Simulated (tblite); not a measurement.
A geometry optimisation, step by step.

Species: C2H6Se2 (charge +1 and doublet state).
Numbering: `[CH3:1][Se:2][Se+:3][CH3:4]` (hydrogens: H5, H6, H7 on C1; H8, H9, H10 on C4)

Computed with GFN2-xTB (tblite), gas phase: L-BFGS steps from a force-field or distance-geometry start until the largest atomic force falls under 0.01 eV/Å. 14 of its 44 geometries are shown.

Step 0: E = -359.9815 eV, largest atomic force 0.933 eV/Å
```
atom  x, y, z in Å  |  force x, y, z in eV/Å
C1      1.872   -0.016   -0.231    0.304   0.077  -0.516
Se2     0.891    0.114    1.444   -0.108   0.148  -0.248
Se3    -0.796    1.440    0.452    0.065  -0.292   0.073
C4     -1.874   -0.125    0.040   -0.594  -0.614   0.375
H5      2.787   -0.609   -0.070   -0.371   0.288  -0.076
H6      2.132    1.003   -0.582   -0.024  -0.582   0.163
H7      1.232   -0.508   -0.996    0.459   0.253   0.516
H8     -1.304   -0.803   -0.624   -0.345   0.393   0.270
H9     -2.113   -0.671    0.990    0.129   0.430  -0.779
H10    -2.818    0.179   -0.445    0.486  -0.101   0.222
```

Step 3: E = -360.0395 eV, largest atomic force 0.195 eV/Å
```
atom  x, y, z in Å  |  force x, y, z in eV/Å
C1      1.883   -0.013   -0.241    0.045   0.048   0.104
Se2     0.887    0.121    1.430   -0.012   0.022  -0.113
Se3    -0.795    1.424    0.455   -0.020  -0.131  -0.008
C4     -1.890   -0.139    0.048   -0.018   0.096   0.045
H5      2.778   -0.600   -0.073    0.110  -0.005   0.013
H6      2.136    0.987   -0.580    0.148   0.055  -0.087
H7      1.249   -0.502   -0.980    0.077  -0.038   0.001
H8     -1.320   -0.788   -0.615   -0.095   0.009  -0.030
H9     -2.114   -0.662    0.971   -0.136  -0.109   0.088
H10    -2.805    0.177   -0.438   -0.098   0.054  -0.014
```

Step 7: E = -360.0840 eV, largest atomic force 0.385 eV/Å
```
atom  x, y, z in Å  |  force x, y, z in eV/Å
C1      1.951    0.020   -0.232    0.179  -0.105  -0.324
Se2     0.881    0.123    1.377    0.169  -0.163   0.256
Se3    -0.804    1.365    0.442   -0.042   0.356  -0.081
C4     -1.958   -0.140    0.087   -0.197  -0.265  -0.165
H5      2.837   -0.583   -0.056    0.076   0.095   0.166
H6      2.237    0.995   -0.629   -0.034  -0.043   0.111
H7      1.329   -0.511   -0.956    0.110   0.085  -0.114
H8     -1.408   -0.767   -0.617   -0.110  -0.136   0.075
H9     -2.205   -0.711    0.986   -0.043   0.147  -0.134
H10    -2.852    0.213   -0.423   -0.108   0.030   0.210
```

Step 10: E = -360.1259 eV, largest atomic force 0.288 eV/Å
```
atom  x, y, z in Å  |  force x, y, z in eV/Å
C1      2.029    0.035   -0.253   -0.081  -0.085   0.182
Se2     0.899    0.106    1.359    0.087   0.113  -0.250
Se3    -0.819    1.355    0.422   -0.022  -0.278   0.063
C4     -2.035   -0.160    0.100    0.138   0.238  -0.084
H5      2.907   -0.559   -0.019    0.078   0.068   0.066
H6      2.322    1.003   -0.657   -0.103  -0.036   0.184
H7      1.411   -0.512   -0.962    0.135   0.022  -0.248
H8     -1.496   -0.776   -0.616   -0.125  -0.205  -0.006
H9     -2.292   -0.736    0.988    0.034   0.198  -0.037
H10    -2.916    0.250   -0.385   -0.142  -0.035   0.130
```

Step 13: E = -360.1843 eV, largest atomic force 0.343 eV/Å
```
atom  x, y, z in Å  |  force x, y, z in eV/Å
C1      2.142    0.038   -0.265   -0.128   0.063   0.151
Se2     0.946    0.096    1.289   -0.198   0.005  -0.141
Se3    -0.846    1.292    0.399    0.096  -0.256  -0.068
C4     -2.140   -0.160    0.102    0.068   0.084   0.104
H5      3.029   -0.503    0.056   -0.046  -0.042  -0.100
H6      2.433    1.007   -0.660   -0.065   0.145   0.142
H7      1.578   -0.506   -1.019    0.241  -0.106  -0.105
H8     -1.669   -0.831   -0.613   -0.188   0.022  -0.121
H9     -2.421   -0.729    0.981    0.156   0.085   0.293
H10    -3.042    0.301   -0.294    0.064   0.001  -0.156
```

Step 17: E = -360.2562 eV, largest atomic force 0.624 eV/Å
```
atom  x, y, z in Å  |  force x, y, z in eV/Å
C1      2.219    0.057   -0.259    0.210  -0.064  -0.335
Se2     0.933    0.063    1.203    0.059  -0.534   0.195
Se3    -0.845    1.187    0.338   -0.047   0.420  -0.459
C4     -2.230   -0.161    0.130   -0.199  -0.265  -0.071
H5      3.113   -0.459    0.098   -0.104   0.092   0.077
H6      2.501    1.048   -0.608   -0.111   0.031   0.092
H7      1.804   -0.523   -1.093    0.019   0.175   0.201
H8     -1.887   -0.869   -0.633   -0.065   0.067   0.215
H9     -2.478   -0.684    1.053    0.102   0.062  -0.039
H10    -3.122    0.345   -0.250    0.136   0.016   0.123
```

Step 20: E = -360.3210 eV, largest atomic force 0.500 eV/Å
```
atom  x, y, z in Å  |  force x, y, z in eV/Å
C1      2.287    0.061   -0.280   -0.025   0.029   0.293
Se2     0.924   -0.033    1.151   -0.111  -0.219  -0.435
Se3    -0.841    1.147    0.227    0.080  -0.235  -0.254
C4     -2.305   -0.177    0.141    0.177   0.305  -0.005
H5      3.168   -0.416    0.141    0.100   0.050   0.076
H6      2.518    1.092   -0.534   -0.071  -0.033  -0.053
H7      1.984   -0.517   -1.153   -0.195   0.175   0.114
H8     -2.064   -0.910   -0.630    0.101  -0.053   0.236
H9     -2.490   -0.622    1.115    0.019  -0.065  -0.117
H10    -3.174    0.380   -0.202   -0.074   0.044   0.145
```

Step 23: E = -360.4440 eV, largest atomic force 0.905 eV/Å
```
atom  x, y, z in Å  |  force x, y, z in eV/Å
C1      2.373    0.070   -0.258   -0.592   0.395   0.531
Se2     0.860   -0.316    0.941   -0.450   0.388  -0.600
Se3    -0.800    1.037   -0.086    0.293  -0.811   0.276
C4     -2.361   -0.142    0.152    0.414   0.178   0.236
H5      3.243   -0.323    0.230    0.475  -0.148   0.195
H6      2.457    1.146   -0.382    0.069  -0.009  -0.074
H7      2.213   -0.428   -1.195   -0.081  -0.165  -0.403
H8     -2.312   -0.983   -0.522    0.181  -0.177  -0.229
H9     -2.431   -0.495    1.173    0.094  -0.013   0.195
H10    -3.233    0.438   -0.077   -0.403   0.362  -0.128
```

Step 26: E = -360.5405 eV, largest atomic force 0.342 eV/Å
```
atom  x, y, z in Å  |  force x, y, z in eV/Å
C1      2.367    0.083   -0.221    0.014   0.059  -0.251
Se2     0.795   -0.422    0.801   -0.096  -0.059  -0.012
Se3    -0.765    0.925   -0.215    0.053  -0.124  -0.051
C4     -2.357   -0.119    0.166   -0.118  -0.188   0.260
H5      3.265   -0.290    0.263   -0.041   0.004   0.213
H6      2.413    1.168   -0.310    0.056  -0.059  -0.037
H7      2.305   -0.386   -1.205   -0.042   0.129   0.033
H8     -2.402   -0.997   -0.473    0.166  -0.091  -0.085
H9     -2.370   -0.431    1.211    0.031   0.060  -0.070
H10    -3.241    0.473   -0.040   -0.024   0.268   0.001
```

Step 30: E = -360.5729 eV, largest atomic force 0.176 eV/Å
```
atom  x, y, z in Å  |  force x, y, z in eV/Å
C1      2.374    0.092   -0.212    0.013  -0.026  -0.039
Se2     0.758   -0.555    0.665    0.102   0.005   0.015
Se3    -0.752    0.813   -0.366   -0.064  -0.019  -0.006
C4     -2.376   -0.117    0.183    0.040   0.031  -0.053
H5      3.255   -0.249    0.333   -0.168  -0.048   0.020
H6      2.368    1.179   -0.238    0.010   0.038  -0.031
H7      2.388   -0.317   -1.221    0.086   0.060   0.010
H8     -2.468   -1.022   -0.418   -0.081   0.061   0.089
H9     -2.306   -0.358    1.240   -0.062  -0.055   0.026
H10    -3.232    0.537    0.011    0.125  -0.047  -0.032
```

Step 33: E = -360.5836 eV, largest atomic force 0.175 eV/Å
```
atom  x, y, z in Å  |  force x, y, z in eV/Å
C1      2.394    0.102   -0.222   -0.104   0.005   0.034
Se2     0.772   -0.590    0.612    0.018   0.031  -0.038
Se3    -0.768    0.750   -0.414    0.058   0.040  -0.005
C4     -2.399   -0.121    0.198    0.169   0.045   0.007
H5      3.234   -0.240    0.375    0.057  -0.086  -0.002
H6      2.384    1.188   -0.228   -0.043   0.049  -0.032
H7      2.466   -0.288   -1.235    0.048   0.019   0.026
H8     -2.534   -1.023   -0.395   -0.118  -0.031   0.090
H9     -2.320   -0.346    1.259   -0.047  -0.056  -0.050
H10    -3.220    0.571    0.027   -0.037  -0.015  -0.029
```

Step 36: E = -360.5886 eV, largest atomic force 0.070 eV/Å
```
atom  x, y, z in Å  |  force x, y, z in eV/Å
C1      2.394    0.108   -0.217    0.030   0.006  -0.007
Se2     0.770   -0.623    0.570    0.015   0.032  -0.020
Se3    -0.764    0.720   -0.457   -0.001   0.017   0.023
C4     -2.392   -0.114    0.202   -0.056  -0.041  -0.011
H5      3.227   -0.239    0.392    0.007  -0.017  -0.013
H6      2.373    1.196   -0.214   -0.043  -0.034   0.007
H7      2.506   -0.266   -1.234    0.000   0.016   0.030
H8     -2.578   -1.024   -0.364   -0.013  -0.019   0.029
H9     -2.315   -0.337    1.264    0.039   0.010  -0.024
H10    -3.213    0.582    0.036    0.021   0.029  -0.015
```

Step 40: E = -360.5899 eV, largest atomic force 0.040 eV/Å
```
atom  x, y, z in Å  |  force x, y, z in eV/Å
C1      2.395    0.109   -0.215   -0.006  -0.007   0.011
Se2     0.768   -0.642    0.542    0.000  -0.012   0.003
Se3    -0.763    0.703   -0.481   -0.039  -0.004   0.005
C4     -2.394   -0.115    0.202    0.010   0.011   0.001
H5      3.222   -0.238    0.401    0.023   0.001  -0.008
H6      2.352    1.196   -0.197    0.008   0.008   0.002
H7      2.526   -0.249   -1.234    0.001   0.003  -0.002
H8     -2.598   -1.033   -0.345   -0.003   0.004   0.004
H9     -2.296   -0.321    1.265    0.008  -0.002   0.003
H10    -3.204    0.594    0.040   -0.001  -0.001  -0.019
```

Step 43: E = -360.5901 eV, largest atomic force 0.009 eV/Å
```
atom  x, y, z in Å  |  force x, y, z in eV/Å
C1      2.397    0.109   -0.214   -0.004  -0.001   0.000
Se2     0.768   -0.643    0.541    0.007  -0.001  -0.004
Se3    -0.767    0.702   -0.481    0.002  -0.002  -0.002
C4     -2.396   -0.115    0.202   -0.001  -0.002   0.003
H5      3.226   -0.237    0.400    0.001   0.002  -0.003
H6      2.354    1.196   -0.197    0.006  -0.004   0.006
H7      2.529   -0.248   -1.233   -0.006   0.004   0.001
H8     -2.602   -1.033   -0.344    0.002   0.003   0.003
H9     -2.296   -0.321    1.265   -0.004   0.005   0.000
H10    -3.205    0.594    0.038   -0.002  -0.004  -0.004
```

Problem. Summarise the path.

Solution. The energy falls by 58.72 kJ/mol from step 0 to step 43; nine tenths of that is first reached at step 26. It falls at every step. The largest force goes from 0.933 to 0.009 eV/Å. Among the bonds Se2–Se3 changes most, from 2.364 to 2.283 Å; the atoms move by 0.928 Å rms after alignment.

Problem. Follow the three bonds and two angles with the largest change from start to end.

Solution. 
```json
{"step": "0", "E above end (kJ/mol)": "58.72", "largest force (eV/Å)": "0.933", "Se2–Se3 (Å)": "2.364", "C4–H9 (Å)": "1.122", "C1–H7 (Å)": "1.113", "C1–Se2–Se3 (°)": "92.1", "Se2–Se3–C4 (°)": "91.9"}
{"step": "2", "E above end (kJ/mol)": "53.41", "largest force (eV/Å)": "0.203", "Se2–Se3 (Å)": "2.346", "C4–H9 (Å)": "1.083", "C1–H7 (Å)": "1.090", "C1–Se2–Se3 (°)": "92.5", "Se2–Se3–C4 (°)": "92.4"}
{"step": "4", "E above end (kJ/mol)": "52.34", "largest force (eV/Å)": "0.188", "Se2–Se3 (Å)": "2.323", "C4–H9 (Å)": "1.087", "C1–H7 (Å)": "1.089", "C1–Se2–Se3 (°)": "93.4", "Se2–Se3–C4 (°)": "93.3"}
{"step": "6", "E above end (kJ/mol)": "50.33", "largest force (eV/Å)": "0.394", "Se2–Se3 (Å)": "2.300", "C4–H9 (Å)": "1.091", "C1–H7 (Å)": "1.091", "C1–Se2–Se3 (°)": "94.7", "Se2–Se3–C4 (°)": "94.5"}
{"step": "7", "E above end (kJ/mol)": "48.82", "largest force (eV/Å)": "0.385", "Se2–Se3 (Å)": "2.293", "C4–H9 (Å)": "1.093", "C1–H7 (Å)": "1.092", "C1–Se2–Se3 (°)": "95.5", "Se2–Se3–C4 (°)": "95.3"}
{"step": "9", "E above end (kJ/mol)": "46.02", "largest force (eV/Å)": "0.269", "Se2–Se3 (Å)": "2.309", "C4–H9 (Å)": "1.092", "C1–H7 (Å)": "1.089", "C1–Se2–Se3 (°)": "96.2", "Se2–Se3–C4 (°)": "96.0"}
{"step": "11", "E above end (kJ/mol)": "43.04", "largest force (eV/Å)": "0.420", "Se2–Se3 (Å)": "2.333", "C4–H9 (Å)": "1.087", "C1–H7 (Å)": "1.086", "C1–Se2–Se3 (°)": "97.3", "Se2–Se3–C4 (°)": "97.2"}
{"step": "13", "E above end (kJ/mol)": "39.15", "largest force (eV/Å)": "0.343", "Se2–Se3 (Å)": "2.331", "C4–H9 (Å)": "1.084", "C1–H7 (Å)": "1.088", "C1–Se2–Se3 (°)": "100.5", "Se2–Se3–C4 (°)": "100.7"}
{"step": "15", "E above end (kJ/mol)": "36.73", "largest force (eV/Å)": "0.360", "Se2–Se3 (Å)": "2.301", "C4–H9 (Å)": "1.086", "C1–H7 (Å)": "1.091", "C1–Se2–Se3 (°)": "102.3", "Se2–Se3–C4 (°)": "102.9"}
{"step": "17", "E above end (kJ/mol)": "32.21", "largest force (eV/Å)": "0.624", "Se2–Se3 (Å)": "2.274", "C4–H9 (Å)": "1.090", "C1–H7 (Å)": "1.097", "C1–Se2–Se3 (°)": "103.4", "Se2–Se3–C4 (°)": "104.8"}
{"step": "19", "E above end (kJ/mol)": "27.80", "largest force (eV/Å)": "0.450", "Se2–Se3 (Å)": "2.297", "C4–H9 (Å)": "1.090", "C1–H7 (Å)": "1.093", "C1–Se2–Se3 (°)": "102.5", "Se2–Se3–C4 (°)": "104.3"}
{"step": "21", "E above end (kJ/mol)": "23.27", "largest force (eV/Å)": "0.607", "Se2–Se3 (Å)": "2.337", "C4–H9 (Å)": "1.085", "C1–H7 (Å)": "1.087", "C1–Se2–Se3 (°)": "101.8", "Se2–Se3–C4 (°)": "103.2"}
{"step": "22", "E above end (kJ/mol)": "19.16", "largest force (eV/Å)": "0.737", "Se2–Se3 (Å)": "2.356", "C4–H9 (Å)": "1.084", "C1–H7 (Å)": "1.090", "C1–Se2–Se3 (°)": "101.7", "Se2–Se3–C4 (°)": "102.6"}
{"step": "24", "E above end (kJ/mol)": "11.86", "largest force (eV/Å)": "0.986", "Se2–Se3 (Å)": "2.358", "C4–H9 (Å)": "1.090", "C1–H7 (Å)": "1.102", "C1–Se2–Se3 (°)": "99.4", "Se2–Se3–C4 (°)": "98.9"}
{"step": "26", "E above end (kJ/mol)": "4.78", "largest force (eV/Å)": "0.342", "Se2–Se3 (Å)": "2.297", "C4–H9 (Å)": "1.091", "C1–H7 (Å)": "1.092", "C1–Se2–Se3 (°)": "99.5", "Se2–Se3–C4 (°)": "98.9"}
{"step": "28", "E above end (kJ/mol)": "3.30", "largest force (eV/Å)": "0.263", "Se2–Se3 (Å)": "2.283", "C4–H9 (Å)": "1.088", "C1–H7 (Å)": "1.087", "C1–Se2–Se3 (°)": "99.0", "Se2–Se3–C4 (°)": "98.3"}
{"step": "30", "E above end (kJ/mol)": "1.65", "largest force (eV/Å)": "0.176", "Se2–Se3 (Å)": "2.283", "C4–H9 (Å)": "1.087", "C1–H7 (Å)": "1.089", "C1–Se2–Se3 (°)": "98.4", "Se2–Se3–C4 (°)": "97.9"}
{"step": "32", "E above end (kJ/mol)": "1.02", "largest force (eV/Å)": "0.190", "Se2–Se3 (Å)": "2.284", "C4–H9 (Å)": "1.089", "C1–H7 (Å)": "1.091", "C1–Se2–Se3 (°)": "98.8", "Se2–Se3–C4 (°)": "98.6"}
{"step": "34", "E above end (kJ/mol)": "0.34", "largest force (eV/Å)": "0.113", "Se2–Se3 (Å)": "2.285", "C4–H9 (Å)": "1.090", "C1–H7 (Å)": "1.090", "C1–Se2–Se3 (°)": "99.3", "Se2–Se3–C4 (°)": "99.4"}
{"step": "36", "E above end (kJ/mol)": "0.14", "largest force (eV/Å)": "0.070", "Se2–Se3 (Å)": "2.282", "C4–H9 (Å)": "1.088", "C1–H7 (Å)": "1.089", "C1–Se2–Se3 (°)": "99.1", "Se2–Se3–C4 (°)": "99.1"}
{"step": "37", "E above end (kJ/mol)": "0.08", "largest force (eV/Å)": "0.061", "Se2–Se3 (Å)": "2.281", "C4–H9 (Å)": "1.087", "C1–H7 (Å)": "1.089", "C1–Se2–Se3 (°)": "99.0", "Se2–Se3–C4 (°)": "98.9"}
{"step": "39", "E above end (kJ/mol)": "0.03", "largest force (eV/Å)": "0.049", "Se2–Se3 (Å)": "2.280", "C4–H9 (Å)": "1.087", "C1–H7 (Å)": "1.088", "C1–Se2–Se3 (°)": "99.1", "Se2–Se3–C4 (°)": "98.9"}
{"step": "41", "E above end (kJ/mol)": "0.01", "largest force (eV/Å)": "0.020", "Se2–Se3 (Å)": "2.281", "C4–H9 (Å)": "1.087", "C1–H7 (Å)": "1.088", "C1–Se2–Se3 (°)": "99.3", "Se2–Se3–C4 (°)": "99.1"}
{"step": "43", "E above end (kJ/mol)": "0.00", "largest force (eV/Å)": "0.009", "Se2–Se3 (Å)": "2.283", "C4–H9 (Å)": "1.088", "C1–H7 (Å)": "1.088", "C1–Se2–Se3 (°)": "99.3", "Se2–Se3–C4 (°)": "99.1"}
```

The cost below is that of the whole relaxation. Time: 0.2 s. Hardware: one thread, Intel Xeon Platinum 8488C (x86_64), shared host with 96 logical CPUs at a one-minute load of 44.
